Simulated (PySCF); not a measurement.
## Working out the ionisation energy of Ti

Ti [Ar] 3d2 4s2 (3F) → Ti⁺ [Ar] 3d2 4s1 (4F). Calculation: PySCF 2.14, in x2c-SVPall; the spin-free X2C one-electron Hamiltonian (Gaussian nucleus). Frozen: [Ar]. Energies in hartree (1 hartree = 27.21139 eV):

```tsv
part	Ti (lower)	Ti⁺ (upper)
UHF	-852.608075	-852.403363
MP2 opposite-spin	-0.023764	0.000000
MP2 same-spin	-0.006017	-0.005801
```

Q: What does Hartree-Fock give?

A: (-852.403363) − (-852.608075) = 0.204712 hartree = 5.570 eV.

Q: What do MP2 and SCS-MP2 (6/5 opposite-spin, 1/3 same-spin) give?

A: The opposite-spin parts differ by 0.647 eV and the same-spin parts by 0.006 eV. MP2: 5.570 + (0.647) + (0.006) = 6.223 eV. SCS-MP2: 5.570 + 1.2 × (0.647) + (0.006)/3 = 6.348 eV.

Measured between the centres of the two terms (NIST): 6.828 eV, so MP2 (valence) is off by -0.605 eV.

A double-zeta basis recovers only part of the correlation energy.

What remains against the reference includes basis incompleteness, the frozen core and correlation beyond second order.
